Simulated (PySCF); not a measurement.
Job file and geometry (Å, from GFN2-xTB) of an NMR shielding run on SMILES CNCC[B@@H-]([SiH3])[NH2+][SiH3], C$_{3}$H$_{17}$BN$_{2}$Si$_{2}$, PySCF, GIAO PBE0/pcSseg-1 NMR shielding, non-relativistic, gas phase; density fitting, a coarse starting grid and PySCF grid level 2 are the driver's defaults:

```
$ OMP_NUM_THREADS=1 python probes_run.py task.json out

{"job": {"kind": "nmr", "xc": "PBE0", "basis": "pcSseg-1"}, "charge": 0, "multiplicity": 1}
C      3.927145     0.172258     0.286002
N      2.592799     0.313503     0.826894
C      1.552743     0.023158    -0.147245
C      0.163838     0.122753     0.473429
B     -1.017553    -0.133113    -0.621403
Si    -1.138383    -2.002991    -1.255529
N     -2.450014     0.171937     0.225915
Si    -2.975129     1.887056     0.247873
H      4.056379     0.898908    -0.517013
H      4.655425     0.384945     1.067676
H      4.130584    -0.829797    -0.125380
H      2.482894    -0.312212     1.621583
H      1.679479    -0.977840    -0.600936
H      1.648668     0.759497    -0.951383
H      0.086675     1.111766     0.938847
H      0.112146    -0.605836     1.293990
H     -1.001335     0.690966    -1.489910
H     -1.084653    -3.014910    -0.173208
H     -0.166682    -2.485698    -2.245333
H     -2.459858    -2.312055    -1.869376
H     -3.152706    -0.426986    -0.197541
H     -2.273141    -0.201032     1.153895
H     -3.489682     2.149245    -1.090487
H     -1.839134     2.698014     0.651882
H     -4.051440     1.942610     1.245728
```

Q: What does the program print?

A: 
```
coarse grid: 20256 points
cycle   1  E = -837.1498830219  dE =  4.082e-01  |g| = 5.108e-01  |ddm| = 4.206e+00
cycle   2  E = -837.1384297930  dE =  1.145e-02  |g| = 5.665e-01  |ddm| = 1.334e+00
cycle   3  E = -837.2261367762  dE = -8.771e-02  |g| = 5.761e-02  |ddm| = 7.776e-01
cycle   4  E = -837.2268670118  dE = -7.302e-04  |g| = 2.325e-02  |ddm| = 9.095e-02
cycle   5  E = -837.2269883066  dE = -1.213e-04  |g| = 6.299e-03  |ddm| = 2.640e-02
cycle   6  E = -837.2269968411  dE = -8.535e-06  |g| = 1.486e-03  |ddm| = 7.307e-03
final grid: 181992 points
cycle   7  E = -837.2658508796  dE = -5.605e-05  |g| = 9.615e-03  |ddm| = 3.776e-02
cycle   8  E = -837.2658410306  dE =  9.849e-06  |g| = 1.144e-02  |ddm| = 2.315e-02
cycle   9  E = -837.2658757863  dE = -3.476e-05  |g| = 6.993e-04  |ddm| = 1.273e-02
cycle  10  E = -837.2658758807  dE = -9.443e-08  |g| = 2.650e-04  |ddm| = 7.567e-04
cycle  11  E = -837.2658758957  dE = -1.494e-08  |g| = 5.277e-05  |ddm| = 2.321e-04
cycle  12  E = -837.2658758962  dE = -5.421e-10  |g| = 2.498e-05  |ddm| = 7.737e-05
converged SCF energy = -837.2658758962

GIAO shielding tensors (ppm)
atom      isotropic    diamagn.    paramagn.     s11        s22        s33       span
  0 C      146.592     242.084     -95.492    120.288    134.373    185.116     64.828
  1 N      209.653     320.778    -111.125    167.245    214.172    247.542     80.297
  2 C      130.365     249.724    -119.358    105.158    121.353    164.585     59.427
  3 C      156.207     253.984     -97.777    131.262    159.548    177.812     46.550
  4 B      118.834     194.585     -75.751    100.200    112.560    143.742     43.542
  5 Si     450.933     882.582    -431.649    413.605    433.527    505.665     92.060
  6 N      233.886     322.819     -88.933    207.732    231.708    262.217     54.485
  7 Si     399.034     878.720    -479.686    371.648    380.025    445.430     73.781
  8 H       29.266      28.156       1.109     25.269     27.154     35.375     10.105
  9 H       28.853      26.292       2.560     24.251     26.433     35.873     11.622
 10 H       29.138      27.763       1.375     24.800     27.122     35.491     10.692
 11 H       32.070      35.275      -3.204     23.029     33.985     39.198     16.169
 12 H       29.128      35.054      -5.926     23.908     30.046     33.430      9.522
 13 H       29.282      34.804      -5.522     24.664     30.836     32.345      7.681
 14 H       30.325      36.532      -6.207     25.644     31.496     33.834      8.190
 15 H       31.456      36.787      -5.330     28.470     31.815     34.085      5.615
 16 H       29.354      34.770      -5.416     27.000     29.308     31.754      4.754
 17 H       28.705      30.733      -2.028     25.956     26.806     33.352      7.396
 18 H       28.290      30.155      -1.865     24.455     26.515     33.900      9.445
 19 H       28.695      30.758      -2.063     25.380     26.570     34.135      8.755
 20 H       29.509      31.188      -1.679     20.761     28.107     39.658     18.898
 21 H       30.353      34.459      -4.106     24.124     28.300     38.635     14.512
 22 H       27.195      28.221      -1.026     23.500     25.643     32.442      8.942
 23 H       26.981      29.540      -2.559     22.487     27.541     30.915      8.428
 24 H       27.042      27.021       0.021     23.064     24.876     33.186     10.122
```

Size and cost of the density-fitted run: 235 basis functions, 2.9 min wall time on 1 thread of an Intel Xeon, shared host; peak memory 1.1 GiB.
